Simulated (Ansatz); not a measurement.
One change: `CC(=O)O[SiH3]` becomes `CC(=O)F`.

Ansatz, PBE0-D4/def2-TZVP geometries, multiplicity 1. 

```
                                      property  `CC(=O)O[SiH3]`
zero-point energy (PBE0-D4/def2-TZVP) / kJ/mol            202.7
         LUMO energy (ωB97M-V/def2-TZVPP) / eV             1.80
         HOMO energy (ωB97M-V/def2-TZVPP) / eV           -10.73
             HOMO energy (PBE/def2-TZVPP) / eV            -6.61
size of the dipole moment (PBE/def2-TZVPP) / D             1.76
       HOMO–LUMO gap (ωB97M-V/def2-TZVPP) / eV            12.53
```

Problem. Give the same properties after the change, and the shifts. (Estimate.)

Solution. The calculation gave: 
```json
{"property": "zero-point energy (PBE0-D4/def2-TZVP) / kJ/mol", "`CC(=O)F`": "129.0", "shift": "-73.7"}
{"property": "LUMO energy (ωB97M-V/def2-TZVPP) / eV", "`CC(=O)F`": "2.00", "shift": "0.20"}
{"property": "HOMO energy (ωB97M-V/def2-TZVPP) / eV", "`CC(=O)F`": "-11.44", "shift": "-0.71"}
{"property": "HOMO energy (PBE/def2-TZVPP) / eV", "`CC(=O)F`": "-7.26", "shift": "-0.65"}
{"property": "size of the dipole moment (PBE/def2-TZVPP) / D", "`CC(=O)F`": "2.83", "shift": "1.07"}
{"property": "HOMO–LUMO gap (ωB97M-V/def2-TZVPP) / eV", "`CC(=O)F`": "13.44", "shift": "0.91"}
```

With PBE0 the HOMO falls by 0.71 eV and the LUMO falls by 0.32 eV, so the gap widens by about 0.39 eV. PBE moves the HOMO by -0.65 eV and ωB97M-V by -0.71 eV. The zero-point energy changes by -73.7 kJ/mol with -12 modes. Dipoles are sizes alone; their direction can turn.
